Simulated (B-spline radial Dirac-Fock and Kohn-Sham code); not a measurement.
Calculated with an atomic code on a B-spline grid, using Dirac-Fock (average of configuration) total-energy differences with a finite nucleus, the Breit interaction including its frequency dependence, and self-energy and vacuum-polarisation corrections. No correlation.

Question: An atom or ion in its tabulated ground configuration has these computed binding energies (the last is its least bound level). Which is it?

```
level  binding energy (eV)
    K               5201.0
   L1                785.8
   L2                684.6
   L3                678.9
   M1                238.4
 M2,3                215.0
```

Answer: Ti⁹⁺: Z = 22 with 13 electrons, [Ne] 3s2 3p1. The hydrogen-like estimate √(E/Ry) = 19.6 for the K level lies 2.4 below Z; the outermost level, at 215.0 eV, fixes the charge.

Question: An atom or ion in its tabulated ground configuration has these computed binding energies (the last is its least bound level). Which is it?

```
level  binding energy (eV)
   L2               3966.8
   M2                733.3
   M3                694.8
   M4                478.6
   N4                43.47
   N5                42.61
   O1                26.59
```

Answer: In²⁺: Z = 49 with 47 electrons, [Kr] 4d10 5s1.

Question: Identify the element and charge state from the binding energies below (tabulated ground configuration; the least bound level is included).

| level | binding energy (eV) |
| --- | --- |
| 2p1/2 | 11405.2 |
| 2p3/2 | 10739.4 |
| 3s | 4838.1 |

Answer: Eu⁵²⁺: Z = 63 with 11 electrons, [Ne] 3s1.
